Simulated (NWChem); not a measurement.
System meant: CH2BF3O2; SMILES OB(O)C(F)(F)F

The following NWChem deck was run.

```
start job
memory heap 200 mb stack 900 mb global 1100 mb
geometry units angstroms noautoz
  B     -0.036475     0.992449     0.000080
  C     -0.010799    -0.623094     0.000064
  F     -0.598301    -1.146029    -1.080941
  F     -0.604576    -1.146654     1.077221
  F      1.269739    -1.066706     0.003599
  O     -1.234343     1.600580     0.000092
  H     -1.164354     2.562302    -0.000096
  O      1.127732     1.676433    -0.000110
  H      1.896447     1.093763     0.000216
end
basis spherical
  * library def2-svp
end
dft
  xc xpbe96 cpbe96
  iterations 4
  mulliken
end
task dft energy
```

End of the output:

```
    Atom       Charge   Shell Charges
 -----------   ------   -------------------------------------------------------
    1 B    5     5.30   1.96  0.51  0.21  1.52  0.66  0.45
    2 C    6     5.91   1.96  0.62  0.32  1.72  0.93  0.36
    3 F    9     9.03   1.98  1.02  0.73  3.21  2.08  0.01
    4 F    9     9.03   1.98  1.02  0.73  3.21  2.08  0.01
    5 F    9     9.06   1.98  1.02  0.74  3.21  2.10  0.01
    6 O    8     7.92   1.97  0.84  0.55  2.70  1.84  0.02
    7 H    1     0.89   0.55  0.16  0.18
    8 O    8     7.95   1.97  0.84  0.55  2.72  1.85  0.02
    9 H    1     0.89   0.55  0.17  0.18

 center of mass
 --------------
 x =  -0.01413641 y =  -0.09958568 z =  -0.00000680

 moments of inertia (a.u.)
 ------------------
         803.276800348335          -0.000000000000          -0.000000000000
          -0.000000000000         493.824283431355           0.000000000000
          -0.000000000000           0.000000000000         981.101515640777

     Multipole analysis of the density
     ---------------------------------

     L   x y z        total         alpha         beta         nuclear
     -   - - -        -----         -----         ----         -------
     0   0 0 0     -0.000000    -28.000000    -28.000000     56.000000

     1   1 0 0      0.472420      0.236210      0.236210     -0.000000
     1   0 1 0      0.820120      0.410060      0.410060      0.000000
     1   0 0 1      0.000308      0.000154      0.000154      0.000000

     2   2 0 0    -26.463393    -99.463771    -99.463771    172.464149
     2   1 1 0     -1.405292      0.078719      0.078719     -1.562729
     2   1 0 1      0.000803     -0.000251     -0.000251      0.001305
     2   0 2 0    -25.442957   -176.854231   -176.854231    328.265505
     2   0 1 1      0.000178     -0.000211     -0.000211      0.000600
     2   0 0 2    -27.861806    -51.355056    -51.355056     74.848306

 ------------------------------------------------------------------------
 dft energy failed                                                                                  0
 ------------------------------------------------------------------------
 ------------------------------------------------------------------------
  current input line :
    22: task dft energy
 ------------------------------------------------------------------------
 ------------------------------------------------------------------------
 This type of error is most commonly associated with calculations not reaching convergence criteria
 ------------------------------------------------------------------------
 For more information see the NWChem manual at https://nwchemgit.github.io

0:dft energy failed:Received an Error in Communication
```

**Question.** Can this run be used? If not, why, and what is the fix?

**Answer.** Convergence was not reached. Cause: the SCF was allowed too few iterations. This input runs:
```
start job
memory heap 200 mb stack 900 mb global 1100 mb
geometry units angstroms noautoz
  B     -0.036475     0.992449     0.000080
  C     -0.010799    -0.623094     0.000064
  F     -0.598301    -1.146029    -1.080941
  F     -0.604576    -1.146654     1.077221
  F      1.269739    -1.066706     0.003599
  O     -1.234343     1.600580     0.000092
  H     -1.164354     2.562302    -0.000096
  O      1.127732     1.676433    -0.000110
  H      1.896447     1.093763     0.000216
end
basis spherical
  * library def2-svp
end
dft
  xc xpbe96 cpbe96
  iterations 150
  mulliken
end
task dft energy
```
It converges to -513.34771 Ha (PBE/def2-SVP).
